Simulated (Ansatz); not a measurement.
Born–Oppenheimer molecular dynamics of BClH4SSi (8 atoms, charge 0, multiplicity 1). It starts at the highest image of a converged band. Of that band: Neighbouring images differ by up to 1.6 eV, so the band resolves the path poorly. A vibrational analysis at the climbing image gives one clearly imaginary mode, 1203i cm⁻¹: a first-order saddle point.

All numbers below come from RKS CAM-B3LYP-D4/6-31G* in Ansatz 0.2.0.

| Item | Value |
| --- | --- |
| ensemble | NVE (velocity Verlet) |
| time step | 0.5 fs |
| steps asked | 200 |
| starting velocities drawn for | 100 K |
| seed | 6892 |

First frame:

```xyz
8
Properties=species:S:1:pos:R:3
Si -0.055 1.011 0.099
B 0.227 -1.105 -0.228
S 0.293 -2.245 1.057
Cl 0.324 -1.317 -1.987
H -1.061 1.511 -0.860
H -0.411 1.388 1.486
H 1.307 1.486 -0.230
H -0.624 -0.729 0.662
```

How far do the bonds stretch over the last three quarters of this one trajectory? (Pairs bonded in most of those frames.)


```
  bond  mean (Å)  spread (Å)  shortest  longest
Si1–H5     1.489       0.025      1.45     1.53
Si1–H6     1.483       0.015      1.45     1.51
Si1–H7     1.476       0.011      1.45     1.49
Si1–H8     1.534       0.118      1.34     1.74
 B2–S3     1.631       0.042      1.55     1.71
B2–Cl4     1.722       0.050      1.64     1.82
```

Mean temperature of the second half: 1515 K. The conserved energy stayed within 0.29 meV per atom of its start (net change 0.0011 meV per atom), so the integration is sound. The kinetic energy rose, since the run started high on the potential surface and went downhill. It ends in pieces (BClS + H4Si), so much of that is their flight and rotation, not heat. A run of 0.1 ps of so small a system gives no equilibrium averages. The orbitals stay closed-shell, which can raise the energy where a bond breaks towards radicals; this wasn't checked here.

Time of the run: 5.7 min on 2 threads of AMD EPYC 7R13 Processor (Zen 3), on a shared host, peak memory 0.2 GiB.
